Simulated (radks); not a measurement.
Values are calculated unless marked as measured or tabulated.
The nitrogen anion N2-, [He] 2s2 2p5, held by a Watson sphere: a shell of charge +2.94 at radius R that stands for the Madelung well of a crystal (potential energy -2.94/R inside, -2.94/r outside, in hartree with lengths in bohr). Code: a radial shooting solver on a logarithmic mesh with Libxc functionals. Model: scalar-relativistic Kohn-Sham, LDA (Slater exchange, Perdew-Wang correlation), spin-polarised, spherical densities, point nucleus; open shells are filled with parallel spins first. Response by self-consistent Sternheimer equations with the Hartree and adiabatic LDA kernel, the relativistic mass of each level held fixed and spin-orbit coupling left out. The sphere does not respond.

R (bohr)  e(2s down) (eV)  e(2p up) (eV)  e(2p down) (eV)  <r> 2p (bohr)  sum of <r^2> (bohr^2)  X-ray form factor at sin(theta)/lambda = 0.2 1/angstrom  alpha (bohr^3)
1.69              -30.300        -19.795          -18.711          1.494                  18.15                                                    5.422           7.697
1.78              -29.501        -19.122          -18.062          1.527                  18.89                                                    5.340           8.461
1.93              -28.245        -18.061          -17.036          1.580                  20.10                                                    5.217           9.874
2.16              -26.503        -16.575          -15.594          1.658                  21.94                                                    5.057           12.42
3.46              -20.014        -10.732           -9.867          2.070                  32.05                                                    4.620           40.95
3.69              -19.288        -10.042           -9.180          2.145                  33.91                                                    4.594           49.89
3.96              -18.541         -9.327           -8.464          2.236                  36.15                                                    4.574           62.68
